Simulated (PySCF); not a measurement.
PySCF 2.14 output of a UHF calculation on a single atom or ion in x2c-QZVPPall (13s8p7d4f2g, 118 functions), with the spin-free X2C one-electron Hamiltonian (Gaussian nucleus):

```
SCF conv_tol = 1e-09
number electrons alpha = 23  beta = 19
cycle= 1 E= -4282.8419504241  delta_E= -0.00472  |g|= 0.0255  |ddm|= 0.0492
cycle= 2 E= -4282.84233399127  delta_E= -0.000384  |g|= 0.00889  |ddm|= 0.0226
cycle= 3 E= -4282.84248986424  delta_E= -0.000156  |g|= 0.0043  |ddm|= 0.0205
cycle= 4 E= -4282.8425500935  delta_E= -6.02e-05  |g|= 0.00287  |ddm|= 0.013
cycle= 5 E= -4282.8425907549  delta_E= -4.07e-05  |g|= 0.000997  |ddm|= 0.0168
cycle= 6 E= -4282.84259571244  delta_E= -4.96e-06  |g|= 0.000307  |ddm|= 0.00691
cycle= 7 E= -4282.84259595053  delta_E= -2.38e-07  |g|= 7.34e-05  |ddm|= 0.00127
cycle= 8 E= -4282.84259595621  delta_E= -5.68e-09  |g|= 1.27e-05  |ddm|= 0.000108
cycle= 9 E= -4282.84259595637  delta_E= -1.61e-10  |g|= 2.19e-06  |ddm|= 1.96e-05
converged SCF energy = -4282.84259595637  <S^2> = 6.0060741  2S+1 = 5.002429
```

The run itself started from symmetry-adapted Hartree-Fock orbitals and held the occupation by maximum overlap, so the iterations belong to that start.

Question: Which element, charge and spin multiplicity is this?

Answer: Tc⁺ (technetium, charge +1), multiplicity 5; the state was [Kr] 4d6, high-spin 5D determinant (an excited configuration).
